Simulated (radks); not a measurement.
The nuclear charge of neutral gallium is varied continuously with 31 electrons held in [Ar] 3d10 4s2 4p1. All-electron calculation, scalar-relativistic Kohn-Sham, BLYP, spin-polarised, spherical densities, finite nucleus; open shells are filled with parallel spins first; Fermi nuclear charge, rms radius 3.9973 fm. Program: a radial shooting solver on a logarithmic mesh with Libxc functionals. By the Hellmann-Feynman theorem dE/dZ = E(electron-nucleus)/Z, the electronic potential at the nucleus (averaged over a nucleus of fixed radius). The scalar-relativistic energy here is not variational (the density holds large components alone), so the two differ by a part that grows with Z.

Z = 30.75: E (hartree) -1906.70103; E(electron-nucleus)/Z (hartree) -149.468; HOMO 4p; e(HOMO) (eV) -1.070; <r> HOMO (bohr) 3.865
Z = 31: E (hartree) -1944.32067; E(electron-nucleus)/Z (hartree) -151.134; HOMO 4p; e(HOMO) (eV) -2.702; <r> HOMO (bohr) 3.390
Z = 31.25: E (hartree) -1982.35728; E(electron-nucleus)/Z (hartree) -152.794; HOMO 4p; e(HOMO) (eV) -4.602; <r> HOMO (bohr) 3.085
Z = 31.5: E (hartree) -2020.80974; E(electron-nucleus)/Z (hartree) -154.451; HOMO 4p; e(HOMO) (eV) -6.722; <r> HOMO (bohr) 2.862
Z = 31.75: E (hartree) -2059.67730; E(electron-nucleus)/Z (hartree) -156.105; HOMO 4p; e(HOMO) (eV) -9.035; <r> HOMO (bohr) 2.687
Z = 32: E (hartree) -2098.95944; E(electron-nucleus)/Z (hartree) -157.756; HOMO 4p; e(HOMO) (eV) -11.526; <r> HOMO (bohr) 2.543

The central difference of E at Z = 31 is -151.313 hartree, to compare with the third column; the second derivative is -6.67 hartree.
